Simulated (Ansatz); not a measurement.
A displaced shape of singlet GeH₄:

```yaml
atoms:
  - { symbol: Ge, position_ang: [-0.0356, 0.0261, 0.0235] }
  - { symbol: H, position_ang: [0.8951, 0.9196, 0.9251] }
  - { symbol: H, position_ang: [0.9254, -0.8554, -0.8820] }
  - { symbol: H, position_ang: [-0.8425, 0.9050, -0.8745] }
  - { symbol: H, position_ang: [-0.9051, -0.8424, 0.8751] }
```

It was optimised with PBE0/def2-SVP in Ansatz (development build ahead of 0.2.0) to forces under 0.001 eV/Å, with restricted orbitals. Each step stands on the lowest determinant of that kind that the program's search found.

(1) What shape does it relax to, and how does the optimisation go?

Answers

(1)

```xyz
5

Ge    0.0074    0.0306    0.0134
H     0.8817    0.9104    0.9213
H     0.9077   -0.8571   -0.8608
H    -0.8590    0.9257   -0.8869
H    -0.9005   -0.8566    0.8801
```

Bond lengths: Ge1–H2 1.537 Å, Ge1–H3 1.537 Å, Ge1–H4 1.537 Å, Ge1–H5 1.537 Å. Angles: H2–Ge1–H3 109.5°, H2–Ge1–H4 109.5°, H2–Ge1–H5 109.5°, H3–Ge1–H4 109.5°, H3–Ge1–H5 109.5°, H4–Ge1–H5 109.5°.

```tsv
step	E − E(start) (eV)	largest force (eV/Å)
1	0.0000	1.8495
2	-0.0665	0.2565
3	-0.0687	0.0207
4	-0.0688	0.0006
```

The optimisation ended after 4 steps with its threshold met.
